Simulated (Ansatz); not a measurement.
SiHMe2(NiPr2) (C8H21NSi), relaxed as a singlet with RKS r2SCAN-D4/def2-SVP in Ansatz, starting from the GFN2-xTB geometry. Force threshold 0.03 eV/Å.

Start:

```tsv
atom	x (Å)	y (Å)	z (Å)
Si1	0.372	-0.781	1.388
H2	1.824	-0.879	1.586
C3	-0.392	0.151	2.866
H4	0.049	1.137	2.985
H5	-0.234	-0.392	3.792
H6	-1.463	0.286	2.748
C7	-0.362	-2.540	1.339
H8	0.063	-3.126	0.529
H9	-1.439	-2.525	1.199
H10	-0.163	-3.071	2.265
N11	0.066	0.055	-0.091
C12	-1.311	0.264	-0.502
C13	-1.679	1.749	-0.574
C14	-1.643	-0.454	-1.814
C15	1.104	0.567	-0.967
C16	1.955	1.632	-0.273
C17	1.988	-0.556	-1.515
H18	-1.933	-0.185	0.278
H19	-1.143	2.255	-1.373
H20	-2.746	1.860	-0.756
H21	-1.434	2.233	0.369
H22	-1.104	-0.021	-2.653
H23	-1.374	-1.505	-1.734
H24	-2.709	-0.381	-2.018
H25	0.613	1.043	-1.820
H26	2.514	1.194	0.548
H27	1.317	2.417	0.125
H28	2.655	2.073	-0.979
H29	2.683	-0.162	-2.252
H30	2.553	-1.020	-0.712
H31	1.373	-1.318	-1.986
```

(1) Estimate the energy that the relaxation releases and the steps that it takes.

(2) Does the start keep its bonding and symmetry?

(3) Predict the relaxed structure.

## Answers

(1) 3.0 kcal/mol, in 4 steps; 64 s on 4 threads of Intel Xeon on a shared host. No frequencies were taken in this run, so the end may be a saddle point.

(2) By distances, no bond broke or formed. The bond that changes most is Si1–H2, from 1.47 to 1.50 Å (atoms count from 1). Point group Cs at the start, Cs at the end, both within 0.05 Å.

(3) 
```xyz
31

Si    0.353   -0.795    1.412
H     1.835   -0.886    1.602
C    -0.394    0.127    2.875
H     0.057    1.127    2.981
H    -0.233   -0.422    3.818
H    -1.482    0.262    2.754
C    -0.364   -2.537    1.365
H     0.096   -3.130    0.557
H    -1.453   -2.521    1.191
H    -0.190   -3.064    2.318
N     0.073    0.053   -0.090
C    -1.317    0.264   -0.503
C    -1.698    1.749   -0.561
C    -1.663   -0.462   -1.809
C     1.127    0.568   -0.970
C     1.971    1.652   -0.291
C     2.003   -0.552   -1.543
H    -1.948   -0.191    0.287
H    -1.124    2.281   -1.337
H    -2.767    1.875   -0.798
H    -1.495    2.237    0.406
H    -1.086   -0.059   -2.657
H    -1.436   -1.536   -1.724
H    -2.732   -0.349   -2.054
H     0.619    1.047   -1.827
H     2.523    1.237    0.569
H     1.329    2.467    0.078
H     2.711    2.079   -0.988
H     2.742   -0.155   -2.259
H     2.558   -1.065   -0.740
H     1.384   -1.301   -2.060
```
Bond lengths: 4 × C–C 1.53 Å; 2 × C–Si 1.88 Å; 2 × C–N 1.47 Å; 1 × N–Si 1.75 Å; 20 × C–H 1.10 to 1.11 Å; 1 × H–Si 1.50 Å.
